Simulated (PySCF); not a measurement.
## Electron correlation in Si (silicon, neutral)

[Ne] 3s2 3p2, high-spin 3P determinant. Computed with PySCF 2.14 in ANO-RCC-VTZP (5s4p2d1f, 34 functions), with the spin-free X2C one-electron Hamiltonian (Gaussian nucleus). Frozen: [Ne]; 4 electrons correlated.

```
  level  correlation energy (mhartree)
   CCSD                         -74.89
    (T)                          -2.55
CCSD(T)                         -77.44
  CCSDT                         -78.28
```

Diagnostics: T1 = 0.012, D1 = 0.0303, largest double amplitude 0.093.

Cost of the coupled-cluster step: about 0.9 core-seconds, for 4 correlated electrons.
